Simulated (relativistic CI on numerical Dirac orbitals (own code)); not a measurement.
# Os5+: 4d photoemission

Computed with this model: Dirac-Coulomb-Breit CI, orbitals from a KLI potential per configuration, model QED, valence Slater integrals scaled by 0.8, multiplet model of photoemission in the sudden approximation; configurations [Xe] 4f14 5d3 → [Kr] 4d9 4f14 5s2 5p6 5d3; 80 K; Lorentzian 4.9 eV and Gaussian 0.6 eV FWHM. Energies are those of the free ion, without screening or charge transfer. The energies are binding energies and can lie tens of eV above those of solids. S is read from ⟨S²⟩ = S(S + 1).

free ion: ground-state S = 1.38, centroid 362.81 eV. Peaks (eV, height): 356.8 (100), 371.6 (61).

Strongest unbroadened transitions for free ion:

```tsv
Energy (eV)	Relative strength
356.29	86.6
356.51	64.2
356.81	100.0
356.84	40.2
357.28	21.8
357.53	3.3
358.00	4.1
359.09	2.3
362.40	3.6
371.18	34.8
371.31	93.6
372.38	3.4
372.56	35.4
372.81	5.9
373.17	16.4
373.71	3.2
374.07	5.1
375.33	5.8
```
